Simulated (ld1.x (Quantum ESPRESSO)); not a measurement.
# Plane-wave convergence, TM potential for selenium (Se)

selenium (Se), norm-conserving Troullier–Martins (Kleinman–Bylander form), made with ld1.x (Quantum ESPRESSO) 7.5 (BLYP, scalar-relativistic). Core [Ar] 3d10, reference 4s2 4p2.5 (charge +1.5). Waves: 4p (bound): rc 1.20 bohr; 4s (bound): rc 1.15 bohr. Local part: the s channel. Core correction: Bessel-smoothed model core inside 1.10 bohr.

The pseudo-atom Hamiltonian at the reference potential is diagonalised in spherical Bessel functions j_l(qr) that vanish at 20 bohr, with q² up to the cutoff. All-electron valence levels (Ry): 4p -1.4844, 4s -2.3544.

Task: How do the lowest levels (Ry) of each channel move with the cutoff, and are there ghosts?

Result:

```tsv
cutoff (Ry)	p #1	p #2	s #1	d #1	d #2	f #1	Σ f·Δε (mRy)
8	-1.3965	-0.4091	-2.1466	-0.5328	-0.2107	-0.1670	635.0
15	-1.4360	-0.4154	-2.2404	-0.5366	-0.2118	-0.1671	348.6
21	-1.4704	-0.4213	-2.2455	-0.5388	-0.2124	-0.1671	252.5
35	-1.5105	-0.4278	-2.2929	-0.5439	-0.2138	-0.1671	188.2
50	-1.5213	-0.4295	-2.3423	-0.5448	-0.2140	-0.1671	116.6
60	-1.5313	-0.4335	-2.3470	-0.5449	-0.2140	-0.1671	132.1
90	-2.4947	-1.4797	-2.3502	-0.5458	-0.2143	-0.1671	19.8
120	-2.9526	-1.4830	-2.3531	-0.5459	-0.2143	-0.1671	5.7
180	-3.1370	-1.4837	-2.3540	-0.5460	-0.2143	-0.1671	2.3
230	-3.1441	-1.4841	-2.3541	-0.5460	-0.2144	-0.1671	1.2
350	-3.1567	-1.4843	-2.3543	-0.5460	-0.2144	-0.1671	0.1
400	-3.1570	-1.4843	-2.3544	-0.5460	-0.2144	-0.1671	0.0
```

Result: ghost state, extra bound levels that the all-electron valence spectrum of the same l lacks: p at -43.0 eV (a true bound ghost makes a file unfit for plane-wave use); 10 mRy is reached at 100 Ry and 1 mRy at 260 Ry.
